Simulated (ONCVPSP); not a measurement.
# PBE ONCV dataset for aluminium, scalar-relativistic all-electron reference.

Input for ONCVPSP 4.0.1:

```
# ATOM AND REFERENCE CONFIGURATION
# atsym  z   nc   nv     iexc    psfile
  Al 13.00    3    2        4      upf
#
#   n    l    f
    1    0    2.00
    2    0    2.00
    2    1    6.00
    3    0    1.75
    3    1    1.25
#
# PSEUDOPOTENTIAL AND OPTIMIZATION
# lmax
    1
#
#   l,   rc,      ep,       ncon, nbas, qcut
    0    2.25    0.00    4    8    3.50
    1    1.90    0.00    5   10    4.60
#
# LOCAL POTENTIAL
# lloc, lpopt,  rc(5),   dvloc0
    1    5    1.90    0.00
#
# VANDERBILT-KLEINMAN-BYLANDER PROJECTORs
# l, nproj, debl
    0    2    3.90
    1    0    1.30
#
# MODEL CORE CHARGE
# icmod, fcfact, rcfact
    0    0.00    0.00
#
# LOG DERIVATIVE ANALYSIS
# epsh1, epsh2, depsh
   -2.00    5.00    0.02
#
# OUTPUT GRID
# rlmax, drl
    6.00    0.01
#
# TEST CONFIGURATIONS
# ncnf
    4
# nvcnf
#   n    l    f
    2
    3    0    2.00
    3    1    1.00
#
    2
    3    0    2.00
    3    1    0.00
#
    2
    3    0    1.00
    3    1    0.00
#
    2
    3    0    2.00
    3    1    0.50
#
```

Command:

```bash
oncvpsp.x < Al.dat > Al.out
```

The program printed (shortened: citation, most of the input echo, consistency checks and plot data are left out):

```
ONCVPSP  (Optimized Norm-Conservinng Vanderbilt PSeudopotential)
scalar-relativistic version 4.0.1

#   n    l    f        energy (Ha)
    1    0    2.00    -5.5551372E+01
    2    0    2.00    -3.9923217E+00
    2    1    6.00    -2.5765639E+00
    3    0    1.75    -2.9295715E-01
    3    1    1.25    -1.0581218E-01

Reference configufation results
  iterations    25
  all-electron total energy (Ha)   -2.42638116D+02

Begin loop to  construct optimized pseudo wave functions
and semi-local pseudopoentials for all angular momenta

   Wellstate for l =  0  n =  6
     eigenvalue =   3.6070
     asymptotic potential =   4.1070
     half-point radius =  4.0561

Calculating optimized projector #   1

 for l=   0

    Fraction of norm inside rc  0.440310
    Optimizing pswf for qcut=   3.50 a_B^-1,  ecut=   6.12 Ha
    Residual kinetic energy error=  1.95D-04 Ha

    Energy error per electron        Cutoff
         Ha          eV             Ha
         0.01000     0.27211        3.02
         0.00100     0.02721        4.91
         0.00010     0.00272        8.68
         0.00001     0.00027       31.11

Calculating optimized projector #   2

 for l=   0

    Fraction of norm inside rc  0.151697
    Optimizing pswf for qcut=   3.50 a_B^-1,  ecut=   6.12 Ha
    Residual kinetic energy error=  8.23D-02 Ha

    Energy error per electron        Cutoff
         Ha          eV             Ha
         0.01000     0.27211       11.97
         0.00100     0.02721       40.87
         0.00010     0.00272       47.91
         0.00001     0.00027       61.44

Calculating optimized projector #   1

 for l=   1

    Fraction of norm inside rc  0.131176
    Optimizing pswf for qcut=   4.60 a_B^-1,  ecut=  10.58 Ha
    Residual kinetic energy error=  1.17D-04 Ha

    Energy error per electron        Cutoff
         Ha          eV             Ha
         0.01000     0.27211        1.28
         0.00100     0.02721        2.15
         0.00010     0.00272       11.83
         0.00001     0.00027       84.18

Construct Vanderbilt / Kleinmman-Bylander projectors

B matrix Hermiticity error, ll=   0
   1   2    7.7819E-05

  Orthonormal projector coefficients  4.3941E+00  1.0418E+00

Pseudoatom total energy   -1.891569

Diagnostic tests using Vanderbilt-Kleinman-Bylander pseudopotentials
  1 or more projectors used as specified by nproj input data

   l    rcore       rmatch      e in        delta e   norm test  slope test

   0   2.2507190   2.3190557  -0.2929571  -0.0000009   1.0000023   1.0000137
   0   2.2507190   2.3190557   3.6070428   0.0000527   1.0001631   1.0001631

   1   1.9036093   1.9614070  -0.1058122   0.0000009   1.0000052   1.0000049

 Testing for bound ghosts
   n   l    E NL Schr. Eq   E Basis Diag.   E Cutoff

   1   0       -0.292958       -0.290718     51.51

 Testing for highly-localized positive-energy ghosts
       l    <radius>/rc     E Basis Diag.   E Cutoff

       0        0.886643        5.514423     51.51  WARNING - GHOST(+)

Test configuration 0

   n   l     f        eae           eps        diff
   1   0  2.0000  -55.55137156
   2   0  2.0000   -3.99232175
   2   1  6.0000   -2.57656390
   3   0  1.7500   -0.29295715   -0.29295807   -9.21D-07
   3   1  1.2500   -0.10581218   -0.10581133    8.54D-07

    Total energies and differences
      AE_ref= -2.42638116D+02  AE_tst= -2.42638116D+02  dif=  0.00D+00
      PS_ref= -1.89156878D+00  PS_tst= -1.89156878D+00  dif=  1.55D-15
      PSP excitation error= -1.55D-15

Test configuration 1

   n   l     f        eae           eps        diff
   1   0  2.0000  -55.53353116
   2   0  2.0000   -3.97499583
   2   1  6.0000   -2.55933530
   3   0  2.0000   -0.28491419   -0.28499110   -7.69D-05
   3   1  1.0000   -0.09966782   -0.09966662    1.20D-06

    Total energies and differences
      AE_ref= -2.42638116D+02  AE_tst= -2.42684666D+02  dif= -4.66D-02
      PS_ref= -1.89156878D+00  PS_tst= -1.93813055D+00  dif= -4.66D-02
      PSP excitation error=  1.14D-05

Test configuration 2

   n   l     f        eae           eps        diff
   1   0  2.0000  -55.84548693
   2   0  2.0000   -4.28139008
   2   1  6.0000   -2.86614977
   3   0  2.0000   -0.54427607   -0.54466558   -3.90D-04

    Total energies and differences
      AE_ref= -2.42638116D+02  AE_tst= -2.42472946D+02  dif=  1.65D-01
      PS_ref= -1.89156878D+00  PS_tst= -1.72626276D+00  dif=  1.65D-01
      PSP excitation error= -1.36D-04

Test configuration 3

   n   l     f        eae           eps        diff
   1   0  2.0000  -56.31071886
   2   0  2.0000   -4.73212529
   2   1  6.0000   -3.31704612
   3   0  1.0000   -0.87271849   -0.86986021    2.86D-03

    Total energies and differences
      AE_ref= -2.42638116D+02  AE_tst= -2.41766424D+02  dif=  8.72D-01
      PS_ref= -1.89156878D+00  PS_tst= -1.02019753D+00  dif=  8.71D-01
      PSP excitation error=  3.20D-04

Test configuration 4

   n   l     f        eae           eps        diff
   1   0  2.0000  -55.67649395
   2   0  2.0000   -4.11605573
   2   1  6.0000   -2.70055887
   3   0  2.0000   -0.40769662   -0.40787789   -1.81D-04
   3   1  0.5000   -0.20951108   -0.20962264   -1.12D-04

    Total energies and differences
      AE_ref= -2.42638116D+02  AE_tst= -2.42608023D+02  dif=  3.01D-02
      PS_ref= -1.89156878D+00  PS_tst= -1.86146185D+00  dif=  3.01D-02
      PSP excitation error= -1.35D-05
```

The run took about 3.2 s on one core of a shared server CPU.
